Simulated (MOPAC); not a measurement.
MOPAC input (PM6):

```
PM6 1SCF GEO-OK AUX(PRECISION=9) THREADS=1
C5H10Se

Se    1.43267800 1    0.84148600 1   -0.15596500 1
C    -0.00331900 1   -0.48646800 1    0.12717700 1
C    -0.90585300 1   -0.74837200 1   -1.07423400 1
C    -2.11878700 1   -1.45485200 1   -0.44647400 1
C    -2.24919800 1   -0.85747300 1    0.98143800 1
C    -0.97554800 1   -0.00791300 1    1.20799800 1
H     2.13457600 1    0.06330100 1   -1.19028900 1
H     0.48246500 1   -1.40995100 1    0.44383000 1
H    -1.20055800 1    0.20637800 1   -1.51601600 1
H    -0.41876100 1   -1.33640200 1   -1.85259100 1
H    -1.93387700 1   -2.52910900 1   -0.38867000 1
H    -3.02362400 1   -1.31946800 1   -1.03898800 1
H    -2.32539600 1   -1.65098100 1    1.72516600 1
H    -3.14552400 1   -0.24536800 1    1.08092900 1
H    -0.56630700 1   -0.10931900 1    2.21262800 1
H    -1.19782100 1    1.05087200 1    1.05138500 1
```

From the output:

```
                                                       MOPAC v23.2.5 Linux

          FINAL HEAT OF FORMATION =        -13.17384 KCAL/MOL =     -55.11936 KJ/MOL

          COSMO AREA              =        146.22 SQUARE ANGSTROMS
          COSMO VOLUME            =        142.53 CUBIC ANGSTROMS

          IONIZATION POTENTIAL    =          8.476637 EV
          HOMO LUMO ENERGIES (EV) =         -8.477  0.510
          NO. OF FILLED LEVELS    =         18
          MOLECULAR WEIGHT        =        149.0940         POINT GROUP:  C1

          MOLECULAR DIMENSIONS (Angstroms)

            Atom       Atom       Distance
            H    14    H     7     5.75614
            H    15    H    12     4.12342
            H    11    H    16     2.97339

          SCF CALCULATIONS        =          1

   ATOM   CHEMICAL          X               Y               Z
  NUMBER   SYMBOL      (ANGSTROMS)     (ANGSTROMS)     (ANGSTROMS)

     1      Se          1.43267800  *   0.84148600  *  -0.15596500  *
     2       C         -0.00331900  *  -0.48646800  *   0.12717700  *
     3       C         -0.90585300  *  -0.74837200  *  -1.07423400  *
     4       C         -2.11878700  *  -1.45485200  *  -0.44647400  *
     5       C         -2.24919800  *  -0.85747300  *   0.98143800  *
     6       C         -0.97554800  *  -0.00791300  *   1.20799800  *
     7       H          2.13457600  *   0.06330100  *  -1.19028900  *
     8       H          0.48246500  *  -1.40995100  *   0.44383000  *
     9       H         -1.20055800  *   0.20637800  *  -1.51601600  *
    10       H         -0.41876100  *  -1.33640200  *  -1.85259100  *
    11       H         -1.93387700  *  -2.52910900  *  -0.38867000  *
    12       H         -3.02362400  *  -1.31946800  *  -1.03898800  *
    13       H         -2.32539600  *  -1.65098100  *   1.72516600  *
    14       H         -3.14552400  *  -0.24536800  *   1.08092900  *
    15       H         -0.56630700  *  -0.10931900  *   2.21262800  *
    16       H         -1.19782100  *   1.05087200  *   1.05138500  *

                             CARTESIAN COORDINATES

   1   Se        1.432678000     0.841486000    -0.155965000
   2    C       -0.003319000    -0.486468000     0.127177000
   3    C       -0.905853000    -0.748372000    -1.074234000
   4    C       -2.118787000    -1.454852000    -0.446474000
   5    C       -2.249198000    -0.857473000     0.981438000
   6    C       -0.975548000    -0.007913000     1.207998000
   7    H        2.134576000     0.063301000    -1.190289000
   8    H        0.482465000    -1.409951000     0.443830000
   9    H       -1.200558000     0.206378000    -1.516016000
  10    H       -0.418761000    -1.336402000    -1.852591000
  11    H       -1.933877000    -2.529109000    -0.388670000
  12    H       -3.023624000    -1.319468000    -1.038988000
  13    H       -2.325396000    -1.650981000     1.725166000
  14    H       -3.145524000    -0.245368000     1.080929000
  15    H       -0.566307000    -0.109319000     2.212628000
  16    H       -1.197821000     1.050872000     1.051385000

           Empirical Formula: C5 H10 Se  =    16 atoms

      MOLECULAR POINT GROUP   :   C1

                  EIGENVALUES
 -30.03607 -25.10583 -25.00762 -22.72940 -19.93100 -19.65751 -16.77231 -15.93174
 -14.57221 -14.37121 -13.54014 -12.27637 -12.22846 -12.01869 -11.84125 -11.41391
 -10.94194  -8.47664   0.51038   2.10675   3.56508   3.70235   3.98000   4.64603
   4.85165   5.39641   5.73399   5.76088   6.06130   6.26372   6.39399   6.44424
   6.49213   6.52794

              NET ATOMIC CHARGES AND DIPOLE CONTRIBUTIONS

  ATOM NO.   TYPE          CHARGE      No. of ELECS.   s-Pop       p-Pop
    1         Se          -0.114651        6.1147     1.98615     4.12850
    2          C          -0.157311        4.1573     1.10274     3.05457
    3          C          -0.267420        4.2674     1.08930     3.17812
    4          C          -0.250539        4.2505     1.08766     3.16288
    5          C          -0.251123        4.2511     1.08908     3.16205
    6          C          -0.256361        4.2564     1.08867     3.16769
    7          H           0.083016        0.9170     0.91698
    8          H           0.142417        0.8576     0.85758
    9          H           0.147554        0.8524     0.85245
   10          H           0.129581        0.8704     0.87042
   11          H           0.128417        0.8716     0.87158
   12          H           0.129925        0.8701     0.87007
   13          H           0.128090        0.8719     0.87191
   14          H           0.129872        0.8701     0.87013
   15          H           0.136288        0.8637     0.86371
   16          H           0.142245        0.8578     0.85776
 DIPOLE           X         Y         Z       TOTAL
 POINT-CHG.    -0.751    -0.870    -0.149     1.159
 HYBRID         0.055    -0.432    -0.306     0.532
 SUM           -0.697    -1.302    -0.455     1.545

          ATOMIC ORBITAL ELECTRON POPULATIONS

     Atom    s        px        py        pz
    1 Se   1.98615   1.33841   1.24243   1.54766
    2  C   1.10274   0.98142   1.05894   1.01421
    3  C   1.08930   1.01950   1.12562   1.03301
    4  C   1.08766   1.05690   1.09285   1.01313
    5  C   1.08908   1.04729   1.08756   1.02719
    6  C   1.08867   0.99984   1.10107   1.06678
    7  H   0.91698
    8  H   0.85758
    9  H   0.85245
   10  H   0.87042
   11  H   0.87158
   12  H   0.87007
   13  H   0.87191
   14  H   0.87013
   15  H   0.86371
   16  H   0.85776

 **********************
 *                    *
 * JOB ENDED NORMALLY *
 *                    *
 **********************

 == MOPAC DONE ==
```

The geometry given is a B3LYP-D3(BJ)/def2-TZVP minimum.
